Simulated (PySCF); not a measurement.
Species: (F)3Ti-S-SiH3 (singlet state).
Geometry (PBE0-D3(BJ)/def2-SVP, Å), atoms numbered from 1 in this order:
```
atom  x, y, z in Å
Ti1   -0.6993    1.3798    0.6233
F2    -1.9527    2.5619    0.5517
F3    -0.7063    0.5323    2.1310
F4     0.8671    2.0893    0.4373
S5    -1.0391   -0.0901   -1.0645
Si6    0.6440   -1.4104   -0.7230
H7     0.5810   -1.9659    0.6593
H8     1.9239   -0.6693   -0.9080
H9     0.5141   -2.4970   -1.7327
```

Computed with PySCF 2.14.0, PBE0-D3(BJ)/def2-SVP geometry optimisation, gas phase.

(1) Which atoms are bound to Ti1, and at what distances?

(2) List the angles at Ti1.

(3) What is the shape at Ti1?

(4) What are the other bond lengths?

(5) Give some angles away from the centre.

(6) What are the rotational constants (commonest isotopes, rigid rotor)?

Answers

(1) 4 atoms: F2 1.724 Å, F3 1.730 Å, F4 1.730 Å, S5 2.264 Å. The nearest atom not counted as bound is Si6, at 3.38 Å.

(2) 
```tsv
angle	degrees	distance of the outer atoms (Å)
F2–Ti1–F4	111.9	2.86
F2–Ti1–F3	111.7	2.86
F3–Ti1–S5	109.3	3.27
F4–Ti1–S5	108.8	3.26
F2–Ti1–S5	107.8	3.24
F3–Ti1–F4	107.4	2.79
```

(3) Tetrahedral: angles from 107.4° to 111.9°; τ4 = (360° − α − β)/141° = 0.97 with α and β the two widest (0 for a square, 1 for a tetrahedron).

(4) S5–Si6 2.166 Å; Si6–H7, Si6–H8, Si6–H9 1.490 Å.

(5) Ti1–S5–Si6 99.3°.

(6) A = 2601, B = 1082, C = 995.6 MHz: an asymmetric top.

Point group: near Cs, missed by 0.11 Å at most; the miss may be what the optimiser left on a soft mode. Charge 0, singlet. Not checked by PBE0-D3(BJ)/def2-SVP frequencies.
